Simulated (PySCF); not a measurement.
All values below come from PySCF with PBE-D3(BJ)/def2-TZVP // PBE0-D3(BJ)/def2-SVP. Gas-phase values, no solvent. One relaxed conformer stands for a flexible species; it need not be the lowest. Excitations are Tamm–Dancoff values on a coarser integration grid. The basis has no diffuse functions, so Rydberg states are missing or too high.

Reference species (SMILES): `Bc1c(C#C)ccc2ccsc12` (neutral, multiplicity 1).

```json
{
  "brightest of the four lowest singlets (TDA)": "4.29 eV",
  "HOMO–LUMO gap": "2.45 eV",
  "S1–T1 gap (TDA)": "0.69 eV"
}
```

Changed species: `c1cc2sccc2c(B)c1C#C`.

### Question
Predict the effect on the brightest of the four lowest singlets (TDA), HOMO–LUMO gap and S1–T1 gap (TDA).

### Answer
the brightest of the four lowest singlets (TDA) falls by 1.08 eV, to 3.21 eV; the HOMO–LUMO gap rises by 0.15 eV, to 2.60 eV; the S1–T1 gap (TDA) is nearly the same.
